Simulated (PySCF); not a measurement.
Isomers of C3H9B. Computed with PBE0-D3(BJ)/def2-SVP geometry optimisation, gas phase (PySCF 2.14.0). Energies are electronic, without zero-point or thermal terms, for one conformer each. No frequencies were run at this level. Point groups hold within 0.08 Å.

Problem. Rank from lowest to highest electronic energy at this level (kJ/mol).
A. `[BH2:1][CH:2]([CH3:3])[CH3:4]` with H–B1–C2–C3 163° and -24°
B. `[CH3:1][BH:2][CH2:3][CH3:4]` with C1–B2–C3–C4 -2°
C. `[BH2:1][CH2:2][CH2:3][CH3:4]` with H–B1–C2–C3 2° and -179°, B1–C2–C3–C4 -179°
D. `CB(C)C` (trimethylborane)

Solution. D (0.0), B (57.5), C (111.8), A (116.8).

Neighbours under 10 kJ/mol apart (BCCC and BC(C)C) can change places with a better method, another conformer or zero-point energy.

```tsv
SMILES	E (Eh)	E rel (kJ/mol)	dipole (D)	point group	A, B, C (MHz)
CB(C)C	-144.31697	0.0	0.04	–	7315, 7245, 3900
CBCC	-144.29507	57.5	0.43	–	13359, 4730, 3731
BCCC	-144.27437	111.8	0.70	–	25186, 3731, 3456
BC(C)C	-144.27247	116.8	0.72	Cs	8003, 7953, 4405
```

Problem. How do the relative energies change in single points at PBE0/pcSseg-1 (no added dispersion term) on the same geometries?

Solution. 
```tsv
SMILES	PBE0-D3(BJ)/def2-SVP (kJ/mol)	PBE0/pcSseg-1 (kJ/mol)	shift
CB(C)C	0.0	0.0	0.0
CBCC	57.5	57.7	+0.2
BCCC	111.8	111.4	-0.4
BC(C)C	116.8	116.8	0.0
```

Each column counts from its own lowest isomer. The order is unchanged; the largest shift is 0.4 kJ/mol.

Problem. As an exercise, what shares would exp(−E/RT) give at 2000 K from these electronic energies alone (no entropy, no degeneracies)?

Solution. RT = 16.629 kJ/mol: CB(C)C 96.8 %, CBCC 3.0 %, BCCC 0.1 %, BC(C)C 0.1 %.
